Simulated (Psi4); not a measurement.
heptane (C₇H₁₆), singlet, at a GFN2-xTB geometry; PBE/STO-3G (Psi4).

The Psi4 input:
```
memory 2 GB

molecule mol {
0 1
  C    -3.796579    0.310183   -0.093024
  C    -2.528590   -0.447694    0.280798
  C    -1.269865    0.308054   -0.138142
  C     0.005168   -0.445081    0.233067
  C     1.262664    0.312089   -0.186596
  C     2.538893   -0.439621    0.183845
  C     3.789235    0.322268   -0.238159
  H    -4.680211   -0.244715    0.213835
  H    -3.844982    0.465156   -1.168779
  H    -3.816405    1.283317    0.393005
  H    -2.508272   -0.610477    1.360917
  H    -2.536842   -1.428440   -0.200488
  H    -1.290965    0.471206   -1.218436
  H    -1.262395    1.289166    0.342962
  H    -0.002467   -1.426452   -0.247704
  H     0.026098   -0.608653    1.313389
  H     1.270477    1.293201    0.294502
  H     1.241907    0.475242   -1.266896
  H     2.531854   -1.420365   -0.297465
  H     2.560424   -0.602402    1.263940
  H     3.795961    0.477329   -1.314969
  H     4.685721   -0.229793    0.034642
  H     3.824538    1.295491    0.246815
}

set basis sto-3g
set reference rks
set dft_pruning_scheme robust

energy('pbe')
print_variables()
```

### Question
What does Psi4 print? Leave out banner, timings and long lists.

### Answer

```
   => Loading Basis Set <=

    Name: STO-3G
    Role: ORBITAL
    Keyword: BASIS

         ---------------------------------------------------------
                                   SCF
               by Justin Turney, Rob Parrish, Andy Simmonett
                          and Daniel G. A. Smith
                              RKS Reference
         ---------------------------------------------------------

  ==> Geometry <==

    Molecular point group: c1
    Full point group: C1

    Geometry (in Angstrom), charge = 0, multiplicity = 1:

       Center              X                  Y                   Z               Mass
    ------------   -----------------  -----------------  -----------------  -----------------
         C           -3.796634026113     0.314927722468    -0.095508649503    12.000000000000
         C           -2.528645026113    -0.442949277532     0.278313350497    12.000000000000
         C           -1.269920026113     0.312798722468    -0.140626649503    12.000000000000
         C            0.005112973887    -0.440336277532     0.230582350497    12.000000000000
         C            1.262608973887     0.316833722468    -0.189080649503    12.000000000000
         C            2.538837973887    -0.434876277532     0.181360350497    12.000000000000
         C            3.789179973887     0.327012722468    -0.240643649503    12.000000000000
         H           -4.680266026113    -0.239970277532     0.211350350497     1.007825032230
         H           -3.845037026113     0.469900722468    -1.171263649503     1.007825032230
         H           -3.816460026113     1.288061722468     0.390520350497     1.007825032230
         H           -2.508327026113    -0.605732277532     1.358432350497     1.007825032230
         H           -2.536897026113    -1.423695277532    -0.202972649503     1.007825032230
         H           -1.291020026113     0.475950722468    -1.220920649503     1.007825032230
         H           -1.262450026113     1.293910722468     0.340477350497     1.007825032230
         H           -0.002522026113    -1.421707277532    -0.250188649503     1.007825032230
         H            0.026042973887    -0.603908277532     1.310904350497     1.007825032230
         H            1.270421973887     1.297945722468     0.292017350497     1.007825032230
         H            1.241851973887     0.479986722468    -1.269380649503     1.007825032230
         H            2.531798973887    -1.415620277532    -0.299949649503     1.007825032230
         H            2.560368973887    -0.597657277532     1.261455350497     1.007825032230
         H            3.795905973887     0.482073722468    -1.317453649503     1.007825032230
         H            4.685665973887    -0.225048277532     0.032157350497     1.007825032230
         H            3.824482973887     1.300235722468     0.244330350497     1.007825032230

  Running in c1 symmetry.

  Rotational constants: A =      0.40052  B =      0.02463  C =      0.02393 [cm^-1]
  Rotational constants: A =  12007.27284  B =    738.38279  C =    717.25378 [MHz]
  Nuclear repulsion =  309.157807292021062

  Charge       = 0
  Multiplicity = 1
  Electrons    = 58
  Nalpha       = 29
  Nbeta        = 29

  ==> Algorithm <==

  SCF Algorithm Type is DF.
  DIIS enabled.
  MOM disabled.
  Fractional occupation disabled.
  Guess Type is SAD.
  Energy threshold   = 1.00e-06
  Density threshold  = 1.00e-06
  Integral threshold = 1.00e-12

  ==> Primary Basis <==

  Basis Set: STO-3G
    Blend: STO-3G
    Number of shells: 37
    Number of basis functions: 51
    Number of Cartesian functions: 51
    Spherical Harmonics?: true
    Max angular momentum: 1

  ==> DFT Potential <==

   => LibXC <=

    Version 7.1.2
    S. Lehtola, C. Steigemann, M. J. T. Oliveira, and M. A. L. Marques,  SoftwareX 7, 1–5 (2018) (10.1016/j.softx.2017.11.002)

   => Composite Functional: PBE <=

    PBE GGA Exchange-Correlation Functional

    J.P. Perdew et. al., Phys. Rev. Lett., 77(18), 3865-3868, 1996

    Deriv               =              1
    GGA                 =           TRUE
    Meta                =          FALSE

    Exchange Hybrid     =          FALSE
    MP2 Hybrid          =          FALSE

   => Exchange Functionals <=

    1.0000     XC_GGA_X_PBE

   => Correlation Functionals <=

    1.0000     XC_GGA_C_PBE

   => LibXC Density Thresholds  <==

    XC_GGA_C_PBE:  1.00E-12
    XC_GGA_X_PBE:  1.00E-15

   => Molecular Quadrature <=

    Radial Scheme          =       TREUTLER
    Pruning Scheme         =         ROBUST
    Pruning Type           =         REGION
    Nuclear Scheme         =       TREUTLER

    Blocking Scheme        =         OCTREE
    BS radius alpha        =              1
    Pruning alpha          =              1
    Radial Points          =             75
    Spherical Points       =            302
    Total Points           =         327381
    Total Blocks           =           2562
    Max Points             =            256
    Max Functions          =             47
    Weights Tolerance      =       1.00E-15

   => Loading Basis Set <=

    Name: (STO-3G AUX)
    Role: JKFIT
    Keyword: DF_BASIS_SCF

  ==> Integral Setup <==

  SCF_SUBTYPE=INCORE selected. In-core MEM_DF algorithm will be used.
  Using in-core AOs.

  ==> MemDFJK: Density-Fitted J/K Matrices <==

    J tasked:                   Yes
    K tasked:                    No
    wK tasked:                   No
    Algorithm:                 Core
    Schwarz Cutoff:           1E-12
    Mask sparsity (%):       3.6909
    Fitting Condition:        1E-10

   => Auxiliary Basis Set <=

  Basis Set: (STO-3G AUX)
    Blend: DEF2-UNIVERSAL-JKFIT
    Number of shells: 271
    Number of basis functions: 813
    Number of Cartesian functions: 943
    Spherical Harmonics?: true
    Max angular momentum: 4

  Minimum eigenvalue in the overlap matrix is 1.9640861169E-01.
  Reciprocal condition number of the overlap matrix is 7.3660029641E-02.
    Using symmetric orthogonalization.

  ==> Pre-Iterations <==

  SCF Guess: Superposition of Atomic Densities via on-the-fly atomic UHF (no occupation information).

   -------------------------
    Irrep   Nso     Nmo
   -------------------------
     A         51      51
   -------------------------
    Total      51      51
   -------------------------

  ==> Iterations <==

                           Total Energy        Delta E     RMS |[F,P]|

   @DF-RKS iter SAD:  -268.82362852051875   -2.68824e+02   0.00000e+00
   @DF-RKS iter   1:  -272.71112272414109   -3.88749e+00   1.45589e-03 DIIS/ADIIS
   @DF-RKS iter   2:  -272.71109157058333    3.11536e-05   1.31796e-03 DIIS/ADIIS
   @DF-RKS iter   3:  -272.71394052472033   -2.84895e-03   9.14928e-05 DIIS
   @DF-RKS iter   4:  -272.71395284377468   -1.23191e-05   3.03567e-05 DIIS
   @DF-RKS iter   5:  -272.71395425017909   -1.40640e-06   9.82949e-07 DIIS
   @DF-RKS iter   6:  -272.71395425194999   -1.77090e-09   3.88915e-07 DIIS
  Energy and wave function converged.

  ==> Post-Iterations <==

   Electrons on quadrature grid:
      Ntotal   =   58.0002368389 ; deviation = 2.368e-04

    Orbital Energies [Eh]
    ---------------------

    Doubly Occupied:

       1A     -9.709694     2A     -9.709685     3A     -9.706901
       4A     -9.706176     5A     -9.705286     6A     -9.701207
       7A     -9.701207     8A     -0.695741     9A     -0.668252
      10A     -0.623861    11A     -0.567455    12A     -0.509598
      13A     -0.481181    14A     -0.477528    15A     -0.397072
      16A     -0.371433    17A     -0.346806    18A     -0.336227
      19A     -0.332995    20A     -0.315388    21A     -0.291311
      22A     -0.280647    23A     -0.272285    24A     -0.258147
      25A     -0.249792    26A     -0.240327    27A     -0.235440
      28A     -0.235379    29A     -0.211704

    Virtual:

      30A      0.302105    31A      0.325001    32A      0.353774
      33A      0.360708    34A      0.369441    35A      0.370509
      36A      0.392074    37A      0.395296    38A      0.427027
      39A      0.431029    40A      0.435756    41A      0.450163
      42A      0.456099    43A      0.463466    44A      0.466521
      45A      0.478831    46A      0.480436    47A      0.487149
      48A      0.487967    49A      0.493510    50A      0.498953
      51A      0.524493

    Final Occupation by Irrep:
              A
    DOCC [    29 ]
    NA   [    29 ]
    NB   [    29 ]

  @DF-RKS Final Energy:  -272.71395425194999

   => Energetics <=

    Nuclear Repulsion Energy =            309.1578072920210616
    One-Electron Energy =                -979.8745238326232538
    Two-Electron Energy =                 441.6639594606327819
    DFT Exchange-Correlation Energy =     -43.6611971719805894
    Empirical Dispersion Energy =           0.0000000000000000
    VV10 Nonlocal Energy =                  0.0000000000000000
    Total Energy =                       -272.7139542519499855

Computation Completed

Properties will be evaluated at   0.000000,   0.000000,   0.000000 [a0]

Properties computed using the SCF density matrix

 Multipole Moments:

 ------------------------------------------------------------------------------------
     Multipole            Electronic (a.u.)      Nuclear  (a.u.)        Total (a.u.)
 ------------------------------------------------------------------------------------

 L = 1.  Multiply by 2.5417464519 to convert [e a0] to [Debye]
 Dipole X            :          0.0061131           -0.0060368            0.0000764
 Dipole Y            :         -0.5266174            0.5200392           -0.0065782
 Dipole Z            :          0.2757649           -0.2723203            0.0034446
 Magnitude           :                                                    0.0074259

 ------------------------------------------------------------------------------------

  Variable Map:
  ----------------------------------------------------------------------------
  "CURRENT ENERGY"              =>    -272.713954251950
  "CURRENT REFERENCE ENERGY"    =>    -272.713954251950
  "DD SOLVATION ENERGY"         =>       0.000000000000
  "DFT FUNCTIONAL TOTAL ENERGY" =>    -272.713954251950
  "DFT TOTAL ENERGY"            =>    -272.713954251950
  "DFT VV10 ENERGY"             =>       0.000000000000
  "DFT XC ENERGY"               =>     -43.661197171981
  "GRID ELECTRONS ALPHA"        =>      29.000118419432
  "GRID ELECTRONS BETA"         =>      29.000118419432
  "GRID ELECTRONS TOTAL"        =>      58.000236838863
  "NUCLEAR REPULSION ENERGY"    =>     309.157807292021
  "ONE-ELECTRON ENERGY"         =>    -979.874523832623
  "PCM POLARIZATION ENERGY"     =>       0.000000000000
  "PE ENERGY"                   =>       0.000000000000
  "SCF ITERATION ENERGY"        =>    -272.713954251950
  "SCF ITERATIONS"              =>       6.000000000000
  "SCF TOTAL ENERGY"            =>    -272.713954251950
  "TWO-ELECTRON ENERGY"         =>     441.663959460633
  "XC GRID RADIAL POINTS"       =>      75.000000000000
  "XC GRID SPHERICAL POINTS"    =>     302.000000000000
  "XC GRID TOTAL POINTS"        =>  327381.000000000000

  Array Variable Map:
  ----------------------------------------------------------------------------
  "CURRENT DIPOLE"              =>       0.000076364052 ... 0.003444609377 1 by 3
  "SCF DIPOLE"                  =>       0.000076364052 ... 0.003444609377 1 by 3
  "SCF TOTAL ENERGIES"          =>    -268.823628520519 ... -272.713954251950 1 by 7
```
